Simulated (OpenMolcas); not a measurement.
**Bi3+: effect of the basis set**

```
Program             : OpenMolcas
Method              : CASSCF
Active space        : 2 electrons in 8 orbitals (6s 6p 7s 7p)
State averaging     : 2S+1 = 3 even, 3 roots; 2S+1 = 1 even, 7 roots; 2S+1 = 3 odd, 3 roots; 2S+1 = 1 odd, 3 roots
Spin-orbit coupling : state interaction with AMFI integrals over the reference wave functions, term energies averaged over their components
```

A. ANO-R2 [8s7p5d3f1g], X2C, finite nucleus; cost roughly 25 core-seconds
B. ANO-RCC-VTZP [8s7p5d3f2g], DKH2, point nucleus; cost roughly 26 core-seconds
C. ANO-RCC-VQZP [9s8p6d4f3g], DKH2, point nucleus; cost about 50 core-seconds
D. ANO-RCC [11s10p9d6f4g], DKH2, point nucleus; cost roughly 2.7 core-minutes

Energies in cm⁻¹ above 6s² ¹S₀, the measured ground level; measured values from Moore, Atomic Energy Levels, vol. III, NSRDS-NBS 35 (1971 reprint of NBS Circular 467, 1958).

| Level | A | B | C | D | Measured |
| --- | --- | --- | --- | --- | --- |
| 6s² ¹S₀ | 0.0 | 0.0 | 0.0 | 0.0 | 0.0 |
| 6s 6p ³P°₀ | 67673 | 67875 | 68306 | 67365 | 70968 |
| 6s 6p ³P°₁ | 72872 | 73269 | 73344 | 72609 | 75926 |
| 6s 6p ³P°₂ | 88632 | 89862 | 88619 | 88685 |  |
| 6s 6p ¹P°₁ | 118436 | 118636 | 118337 | 118374 | 114602 |

Deviations, from unrounded energies. A percentage is the sum of absolute deviations over the sum of measured energies, with the sign that they share, or ± where signs differ.

| Against measurement | Levels | A | B | C | D |
| --- | --- | --- | --- | --- | --- |
| mean absolute deviation (cm-1) | 3 | 3400 | 3300 | 3000 | 3600 |
| other configurations (%) | 3 | ±3.9 | ±3.7 | ±3.4 | ±4.1 |

C lies closest to measurement on these levels and D furthest from it. The largest miss of C in the table is 6s 6p ¹P°₁, by +3700 cm-1. The ranking rests on the paired levels alone, and a cruder setting can come out closer through cancelling errors.

Among A to D the level of the table that moves most is 6s 6p ³P°₂, by 1200 cm-1 (lowest in C, highest in B).

The run also gave levels led by 6s 7s, which use shells meant for correlation; these and all levels above them are left out. Spin-orbit splittings of 6p shells tend to come out small when the coupling is added on scalar orbitals. Computed and measured levels are paired by configuration, term and J; levels that our copy of the source lacks, or whose pairing is in doubt (as where it misses far off the trend of its configuration), stay unpaired and out of the deviations. Only configurations of the active space appear. Levels that lie high or do not pair safely by name in every column are left out.

° marks odd parity.
